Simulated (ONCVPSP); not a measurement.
**Reading a pseudo-wave (sulfur (S))**

Columns: radius, all-electron u(r) and pseudo u(r) of the 3p shell (level -16.88 eV) of sulfur in the configuration [Ne] 3s2 3p3; LDA (Perdew-Zunger), scalar-relativistic, ONCV scheme, ONCVPSP 4.0.1.

| r (bohr) | all-electron | pseudo |
| --- | --- | --- |
| 0.080 | -0.1328 | 0.0058 |
| 0.160 | -0.2911 | 0.0228 |
| 0.240 | -0.3604 | 0.0497 |
| 0.320 | -0.3430 | 0.0858 |
| 0.400 | -0.2660 | 0.1302 |
| 0.480 | -0.1548 | 0.1823 |
| 0.560 | -0.0281 | 0.2406 |
| 0.640 | 0.1010 | 0.3025 |
| 0.720 | 0.2244 | 0.3656 |
| 0.800 | 0.3372 | 0.4281 |
| 0.880 | 0.4368 | 0.4891 |
| 0.960 | 0.5222 | 0.5481 |
| 1.040 | 0.5933 | 0.6037 |
| 1.120 | 0.6508 | 0.6538 |
| 1.200 | 0.6955 | 0.6959 |
| 1.280 | 0.7285 | 0.7285 |
| 1.360 | 0.7512 | 0.7511 |
| 1.440 | 0.7646 | 0.7646 |
| 1.520 | 0.7702 | 0.7702 |
| 1.600 | 0.7689 | 0.7689 |
| 1.680 | 0.7620 | 0.7620 |
| 1.760 | 0.7503 | 0.7503 |
| 1.840 | 0.7347 | 0.7347 |
| 1.920 | 0.7159 | 0.7159 |
| 2.000 | 0.6948 | 0.6948 |
| 2.080 | 0.6717 | 0.6717 |

Question: How many radial nodes do the two functions have?

Answer: The all-electron 3p function has n − l − 1 = 1; the pseudo-wave has 0, since the states of the same l below it are removed with the core.

Question: Where does each function peak?

Answer: Outermost all-electron maximum near 1.52 bohr, pseudo maximum near 1.52 bohr (to the table’s step).

Question: Is the pseudo-wave norm-conserving?

Answer: Yes: the ONCV scheme keeps the norm inside the radius equal to the all-electron one, which fixes the energy derivative of the logarithmic derivative at the level.
